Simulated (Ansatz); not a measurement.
```xyz
11

C     2.0288    0.4808    0.0061
C     0.8901   -0.1536    0.2223
C    -0.5141    0.2753   -0.2779
C    -1.6431   -0.6644    0.1942
Zn   -0.1064   -1.6598    1.0465
H     2.0860    1.4054   -0.5699
H     2.9677    0.1035    0.3970
H    -0.4831    0.2967   -1.3718
H    -0.6997    1.2924    0.0817
H    -2.3519   -0.2056    0.8807
H    -2.1743   -1.1708   -0.6089
```

The species carries charge 0 and has multiplicity 1.

**Question.** List the PBE/def2-TZVPP orbital energies in eV (Ansatz 0.2.0). (Estimate.)

**Answer.** The calculation gave: Occupied: -9406.76, -1133.27, -999.08, -999.03, -998.97, -269.21, -268.91, -268.62, -268.51, -125.45, -82.89, -82.84, -82.64, -19.51, -17.65, -14.88, -12.83, -11.51, -11.43, -11.17, -10.96, -10.91, -10.63, -10.34, -10.14, -8.51, -8.47, -6.32, -6.09, -5.17. Lowest empty: -2.64, -1.49, 0.18, 0.47, 0.72, 1.81, 2.00, 2.20.
